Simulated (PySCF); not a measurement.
## Electron correlation in Hg³⁺ (mercury, charge +3)

[Xe] 4f14 5d9, 2D determinant. Calculation: PySCF 2.14, in aug-cc-pVDZ-PP with ECP60MDF (5s5p4d2f, 54 functions); scalar relativity through the core potential. Frozen: 5s2 5p6; 9 electrons correlated.

| level | correlation energy (mhartree) |
| --- | --- |
| CCSD | -199.95 |
| (T) | -2.39 |
| CCSD(T) | -202.34 |

Diagnostics: T1 = 0.0031, D1 = 0.0060, largest double amplitude 0.026.

Spin-orbit coupling, absent here, splits the open shell strongly.

Cost of the coupled-cluster step: roughly 3 core-seconds, for 9 correlated electrons.

Iterations:

```
CC2 = 0
CCSD nocc = (np.int64(5), np.int64(4)), nmo = (50, 50)
frozen orbitals [[0, 1, 2, 3], [0, 1, 2, 3]]
max_cycle = 100
direct = 0
conv_tol = 1e-08
conv_tol_normt = 1e-06
diis_space = 8
diis_start_cycle = 0
Init t2, MP2 energy = -0.202437061950631
Init E_corr(UCCSD) = -0.2024370619507
cycle = 1  E_corr(UCCSD) = -0.198395463074343  dE = 0.00404159888  norm(t1,t2) = 0.0200021
cycle = 2  E_corr(UCCSD) = -0.199519850758196  dE = -0.00112438768  norm(t1,t2) = 0.00751669
cycle = 3  E_corr(UCCSD) = -0.199884029109062  dE = -0.000364178351  norm(t1,t2) = 0.00460314
cycle = 4  E_corr(UCCSD) = -0.199973671482146  dE = -8.96423731e-05  norm(t1,t2) = 0.00171306
cycle = 5  E_corr(UCCSD) = -0.199945587318662  dE = 2.80841635e-05  norm(t1,t2) = 0.00052468
cycle = 6  E_corr(UCCSD) = -0.199951076334582  dE = -5.48901592e-06  norm(t1,t2) = 0.000163183
cycle = 7  E_corr(UCCSD) = -0.199952340092406  dE = -1.26375782e-06  norm(t1,t2) = 6.46172e-05
cycle = 8  E_corr(UCCSD) = -0.199951365194099  dE = 9.74898307e-07  norm(t1,t2) = 1.65978e-05
cycle = 9  E_corr(UCCSD) = -0.199951530468805  dE = -1.65274707e-07  norm(t1,t2) = 3.18322e-06
cycle = 10  E_corr(UCCSD) = -0.199951525814943  dE = 4.65386252e-09  norm(t1,t2) = 5.89618e-07
UCCSD converged
E(UCCSD) = -150.5638849019936  E_corr = -0.1999515258149429
UCCSD(T) correction = -0.0023860964250207
```
